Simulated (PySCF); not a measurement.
Cu(F) anion (CuF), SMILES [Cu][F] (connectivity only; charge and spin as stated), charge -1, multiplicity 2.

Geometry: PBE0-D3(BJ)/def2-TZVPD. The spin state was assumed, not searched.

Calculation: PBE0-D3(BJ)/def2-TZVPD in PySCF.

Frequencies are harmonic and unscaled.

Computed harmonic wavenumbers and intensities:
```
mode  ν (cm⁻¹)  IR (km/mol)  moving atoms (share of kinetic energy)
----  --------  -----------  --------------------------------------
1          446        106.8                         F 77 %, Cu 23 %
```
